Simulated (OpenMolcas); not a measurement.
## Potential curves of SbC: spin-free states

Computed with OpenMolcas 26.06: state-averaged CASSCF(7,7) over Sb 5p, C 2s 2p, XMS-CASPT2 (IPEA 0.25, imaginary shift 0.2 hartree), scalar X2C, ANO-RCC-VTZP, then RASSI spin–orbit state interaction with atomic mean-field integrals. C2 symmetry about the axis (a holds Σ, Δ, Γ; b holds Π, Φ, H; Σ⁺ and Σ⁻ are not told apart); roots by multiplicity and irrep: 2a 7, 2b 8, 4a 6, 4b 2, 6a 1.

XMS-CASPT2 energies in eV from the lowest point. Curves are followed by energy order within each symmetry, so they are adiabatic and may change character at avoided crossings; Σ⁺ and Σ⁻ are counted together.

| R (Å) | (1)2Σ | (1)2Π | (1)4Σ | (1)4Π | (1)4Δ | (1)6Σ | (2)4Σ | (2)4Δ |
| --- | --- | --- | --- | --- | --- | --- | --- | --- |
| 1.631 | 1.531 | 3.296 | 4.684 | 6.983 | 5.449 | 7.999 | 6.107 | 9.579 |
| 1.726 | 0.523 | 1.884 | 3.196 | 5.103 | 3.981 | 5.996 | 4.644 | 7.579 |
| 1.812 | 0.104 | 1.146 | 2.391 | 3.991 | 3.178 | 4.779 | 3.853 | 6.348 |
| 1.897 | 0.000 | 0.790 | 1.935 | 3.255 | 2.730 | 3.961 | 3.408 | 5.527 |
| 2.087 | 0.398 | 0.738 | 1.689 | 2.521 | 2.481 | 3.062 | 3.156 | 4.605 |
| 2.220 | 0.920 | 1.041 | 1.856 | 2.413 | 2.648 | 2.878 | 3.300 | 4.403 |
| 2.390 | 1.668 | 1.569 | 2.236 | 2.516 | 3.026 | 2.899 | 3.637 | 4.389 |

Left out for impure symmetry, kinks or missing points, though low: (2)2Σ, (2)2Π, (3)2Σ, (1)2Δ, (2)2Δ, (3)2Π, (1)2Φ. Only roots inside an energy window near the equilibrium distance were included, so the list of states is not complete; labels number the states computed. Each spin and symmetry block has orbitals of its own, averaged over its own roots, so gaps between blocks are less sure than gaps within one and near the minimum can be off by tenths of an eV, in bad cases by more. No Rydberg orbitals are active, so Rydberg states, and σ→σ* states whose orbital the CASSCF left unused, can be missing between those listed. CASPT2 splits the two components of degenerate states numerically, here by up to 149 cm⁻¹. No roots were computed in block 6b (none fell in the window or the block failed), so states of that kind are missing and can lie low or lowest. Points that failed a check (symmetry, reference weights, a jump) are left out.
